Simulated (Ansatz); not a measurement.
Species: CH3BN2, SMILES `[H]/N=C\B=N` (charge 0, multiplicity 1), formula CH$_{3}$BN$_{2}$.

Problem. How many basis functions does Ansatz (an electronic-structure program) with frozen-core CCSD(T)/cc-pVTZ // r2SCAN-D4/def2-TZVP use, how many core orbitals are frozen, and how many electrons are correlated?

Solution. 162 basis functions and 4 frozen orbitals, which leaves 20 correlated electrons. Core time is of the order of seconds.
